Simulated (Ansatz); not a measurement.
Input file for C₂H₆GeO₂Si (`O[SiH](O)C#[C][GeH3]`):

```yaml
crystal:
  periodic: [false, false, false]
  atoms:
    - {symbol: O, position_ang: [-0.589569, -2.624144, -1.049146]}
    - {symbol: Si, position_ang: [0.757806, -1.780316, -0.651272]}
    - {symbol: O, position_ang: [1.569029, -2.511039, 0.559693]}
    - {symbol: C, position_ang: [0.220463, -0.092198, -0.182098]}
    - {symbol: C, position_ang: [-0.147629, 1.026064, 0.115663]}
    - {symbol: Ge, position_ang: [-0.699748, 2.786122, 0.583598]}
    - {symbol: H, position_ang: [-1.408854, -2.131172, -1.106308]}
    - {symbol: H, position_ang: [1.711660, -1.732176, -1.772106]}
    - {symbol: H, position_ang: [1.113057, -2.645974, 1.391955]}
    - {symbol: H, position_ang: [0.490894, 3.733390, 0.403535]}
    - {symbol: H, position_ang: [-1.854378, 3.194384, -0.338273]}
    - {symbol: H, position_ang: [-1.162731, 2.777057, 2.044759]}
basis:
  gaussian: {orbitals: def2-TZVPP}
correlation: {method: ccsd_t}
```

```sh
$ ansatz run in.yaml --threads 2 --pin off --events-out ev --progress --plain --max-ram 22528MiB --backend cuda --devices 0, --max-vram 18GiB
```

Log, shortened:

```
Functional definition: HF
1821 factors; integrals over basis functions are off by at most 9.5e-4 eV
mean field evaluation 1: about -70564.7238 eV, gradient 5.3e1 eV
mean field evaluation 2: about -70565.0787 eV, gradient 5.3e1 eV
mean field evaluation 4: about -70570.8442 eV, gradient 4.5e0 eV
mean field evaluation 8: about -70570.9256 eV, gradient 2.1e-1 eV
mean field -70570.92574517 eV, -2593.4336864433 hartree, gradient 2.0e-6 eV, S^2 0.000000; 0 other end points of the search recorded, 0 dependent functions left out
18 core orbitals not correlated: weight in the atoms' cores, before any rotation towards them, 1.000 or more for the frozen orbitals, at most 0.000 for the correlated occupied ones
reference -70570.92574517 eV, -2593.4336864433 hartree; 22, 22 occupied and 258, 258 virtual orbitals, 1821 factors
second order -31.37120549 eV of doubles, -0.00000000 eV of singles
cycle   1  -31.05554211 eV  change    3.2e-1 eV  update   1.3e-1
cycle   2  -31.95568515 eV  change   -9.0e-1 eV  update   4.0e-2
cycle   3  -32.12998371 eV  change   -1.7e-1 eV  update   1.9e-2
cycle   4  -32.11581681 eV  change    1.4e-2 eV  update   5.0e-3
cycle   5  -32.11551730 eV  change    3.0e-4 eV  update   2.4e-3
cycle   6  -32.11743312 eV  change   -1.9e-3 eV  update   6.3e-4
cycle   7  -32.11735558 eV  change    7.8e-5 eV  update   2.2e-4
cycle   8  -32.11734169 eV  change    1.4e-5 eV  update   6.7e-5
cycle   9  -32.11737707 eV  change   -3.5e-5 eV  update   2.4e-5
perturbative correction -1.32857474 eV, -0.0488242212 hartree
Total energy: -70604.37169698 eV, -2594.6628025021 hartree
```

Hardware: 2 threads of an AMD EPYC 7R13 on a shared host and a share of an NVIDIA H100 80 GB. Wall time 4.8 s, peak host memory 0.88 GiB.

The correlation energy is -33.446 eV, 4.0 % of it from (T); the T1 diagnostic reads 0.0125.
